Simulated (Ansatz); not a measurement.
Geometry optimisation, RHF/def2-SVP (Ansatz).

The input (input.yaml):

```yaml
crystal:
  periodic: [false, false, false]
  atoms:
    - { symbol: W, position_ang: [-0.31457, -0.045222, 0.098159] }
    - { symbol: F, position_ang: [0.217403, -0.009544, 1.891071] }
    - { symbol: H, position_ang: [1.302103, -0.119316, -0.206258] }
    - { symbol: H, position_ang: [0.410758, 1.314761, -0.544751] }
    - { symbol: Cl, position_ang: [-2.414917, -0.466036, -0.805452] }
    - { symbol: H, position_ang: [0.497895, -1.469228, -0.059885] }
    - { symbol: H, position_ang: [0.157283, -0.405897, -1.457793] }
    - { symbol: H, position_ang: [-1.766101, 1.880523, 1.744003] }
    - { symbol: H, position_ang: [-1.259554, 1.516359, 2.088105] }
basis:
  gaussian: { orbitals: def2-SVP }
hamiltonian:
  xc: hf
relax:
  f_tol: 0.03
  max_steps: 50
```

Run as:

```bash
$ ansatz run input.yaml --threads 1 --pin off --max-ram 2048MiB --backend cpu --events-out ev --progress --plain --runs-dir out
```

Where does it end, and by what steps?

The run converged. The force dipped under the threshold on the way, but the program's further checks kept it going. After 24 steps the energy has fallen by 0.495 eV; H9 moved furthest, 0.86 Å.

```tsv
step	energy less start (eV)	largest force component (eV/Å)	accepted
0	0.0000	1.122	yes
1	-0.0868	0.401	yes
2	-0.1049	0.117	yes
3	-0.1099	0.208	yes
4	-0.1125	0.181	yes
5	-0.1141	0.069	yes
6	-0.1106	0.240	no
7	-0.1152	0.022	yes
8	-0.1164	0.156	yes
9	-0.1178	0.114	yes
10	-0.1206	0.168	yes
11	-0.1280	0.241	yes
12	-0.1469	0.297	yes
13	-0.1932	0.447	yes
14	-0.2820	0.467	yes
15	-0.3894	0.744	yes
16	-0.4007	1.039	yes
17	-0.4101	1.770	yes
18	-0.4197	1.600	yes
19	-0.4750	0.331	yes
20	-0.4886	0.236	yes
21	-0.4939	0.090	yes
22	-0.4944	0.040	yes
23	-0.4946	0.038	yes
24	-0.4947	0.016	yes
```

```xyz
9
Properties=species:S:1:pos:R:3
W -0.032 -0.202 -0.082
F 0.018 -0.534 1.758
H 1.334 -0.009 -1.004
H 0.511 1.373 -0.300
Cl -2.217 -0.126 -0.833
H 1.063 -1.432 -0.047
H 0.061 -1.219 -1.383
H -2.208 2.268 2.061
H -1.701 2.077 2.576
```

Whether the end is a true minimum wasn't checked by a vibrational analysis.

The run took 92 s on 1 thread of Arm Neoverse N1, with other jobs on the host, peak memory 0.17 GiB.
